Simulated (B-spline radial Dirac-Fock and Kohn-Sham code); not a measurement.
Z = 44 (ruthenium), transition energy 62.5 keV. Level of theory: a Dirac-Hartree-Slater potential of the neutral atom with a Latter tail (no hole, which puts coefficients of high multipoles low close above an edge), finite nucleus with surface currents; a B-spline atomic structure program. Subshells that would emit electrons below 1 keV are left out.

**Question.** A pure transition shows α(K) = 323, L1/L2 = 0.0218 and L1/L3 = 0.0172. What is its multipolarity?
A. E2
B. E1
C. M2
D. M3
E. M4
F. E3
G. E4
H. M1

**Answer.** G. For comparison, α(K), L1/L2, L1/L3 are E1 0.469, 8.00, 5.11; E2 4.89, 0.757, 0.545; E3 40.5, 0.109, 0.0832; M1 1.03, 14.9, 49.2; M2 15.2, 9.21, 5.40; M3 162, 6.09, 1.24; M4 1640, 4.45, 0.551.

Values without a named source are computed, but for edge energies of neutral atoms, which are taken from tables.
